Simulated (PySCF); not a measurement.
This PySCF input asks for the NMR shieldings of SMILES c1c(P(CC(C)=O)C)coc1, C8H11O2P; the geometry comes from GFN2-xTB.

```python
import basis_set_exchange as bse
import numpy as np
from pyscf import gto, dft
from pyscf.prop import nmr

atoms = """
C    -3.257634   -0.821549    0.464306
C    -2.520745    0.215483   -0.340409
O    -2.962389    1.316433   -0.562328
C    -1.159374   -0.212962   -0.802918
P     0.007804   -0.136219    0.673216
C     0.089841    1.701572    0.841560
C     1.548953   -0.395397   -0.253085
C     2.773589    0.319898   -0.114445
C     3.660843   -0.289571   -0.941854
O     3.089706   -1.329358   -1.571299
C     1.820199   -1.396219   -1.144635
H    -2.613240   -1.172390    1.269531
H    -3.501391   -1.671809   -0.169267
H    -4.173093   -0.403437    0.873906
H    -0.788480    0.447292   -1.589907
H    -1.169773   -1.248136   -1.145277
H     0.438455    2.164518   -0.080417
H    -0.906195    2.071553    1.079536
H     0.758591    1.957701    1.661351
H     2.955803    1.167574    0.513337
H     4.689297   -0.084406   -1.164256
H     1.208821   -2.181187   -1.543794
"""
names = dict.fromkeys(["C", "O", "P", "H"], "pcSseg-1")
basis = {el: gto.basis.parse(bse.get_basis(n, elements=[el], fmt="nwchem")) for el, n in names.items()}
mol = gto.M(atom=atoms, basis=basis, charge=0, verbose=0)
mf = dft.RKS(mol, xc="PBE0")
mf.grids.level = 2
mf.grids.alignment = dft.numint.BLKSIZE   # the property module wants whole blocks of grid points
mf.conv_tol = 1e-9
mf.kernel()

calc = nmr.RKS(mf)   # GIAO
C = mf.mo_coeff
Co = C[:, mf.mo_occ > 0]
resp = mf.gen_response(singlet=True, hermi=2)
def vind(x):   # induced exchange potential for any number of trial vectors
    d = np.einsum("pi,xij,qj->xpq", C, 2 * x.reshape(-1, C.shape[1], Co.shape[1]), Co, optimize=True)
    return np.einsum("xpq,pi,qj->xij", resp(d - d.transpose(0, 2, 1)), C, Co, optimize=True).ravel()
mo1, _ = nmr.rhf.solve_mo1(calc, with_cphf=vind)
sigma = calc.kernel(mo1)
for i, s in enumerate(sigma):   # ppm
    w = np.linalg.eigvalsh((s + s.T) / 2)
    print("%2d %-2s iso %8.1f  s11 %8.1f  s22 %8.1f  s33 %8.1f" % (i, mol.atom_pure_symbol(i), w.mean(), *w))
```

Task: What does it print?

Result: 
```
 0 C  iso    155.0  s11    133.6  s22    139.9  s33    191.6
 1 C  iso    -22.1  s11   -105.5  s22    -63.6  s33    102.9
 2 O  iso   -351.2  s11   -944.0  s22   -424.1  s33    314.6
 3 C  iso    132.8  s11     99.0  s22    131.7  s33    167.7
 4 P  iso    372.9  s11    326.2  s22    383.5  s33    409.0
 5 C  iso    172.3  s11    164.0  s22    165.8  s33    187.2
 6 C  iso     54.4  s11    -20.9  s22     32.8  s33    151.2
 7 C  iso     69.6  s11    -21.9  s22     71.9  s33    158.9
 8 C  iso     38.8  s11    -39.1  s22     47.1  s33    108.2
 9 O  iso     25.7  s11   -120.5  s22    -57.9  s33    255.4
10 C  iso     39.4  s11    -39.7  s22     51.4  s33    106.6
11 H  iso     28.7  s11     24.8  s22     29.9  s33     31.4
12 H  iso     29.5  s11     25.8  s22     29.0  s33     33.7
13 H  iso     29.8  s11     26.5  s22     27.6  s33     35.4
14 H  iso     29.2  s11     26.0  s22     29.3  s33     32.2
15 H  iso     28.5  s11     24.4  s22     29.2  s33     32.0
16 H  iso     30.4  s11     26.8  s22     28.5  s33     36.0
17 H  iso     30.3  s11     24.6  s22     29.5  s33     36.8
18 H  iso     30.2  s11     25.6  s22     27.4  s33     37.6
19 H  iso     25.1  s11     22.0  s22     24.3  s33     29.1
20 H  iso     24.2  s11     21.1  s22     24.9  s33     26.5
21 H  iso     24.3  s11     20.3  s22     23.9  s33     28.7
```

These numbers come from an equivalent density-fitted implementation of the same equations, which agrees with the script to about 0.01 ppm for H and up to a few tenths of a ppm for heavy atoms, so last digits may differ.

Size and cost of the density-fitted run: 249 basis functions, 69 s wall time on 1 thread of an Arm Neoverse V1, shared host; peak memory 1.2 GiB.
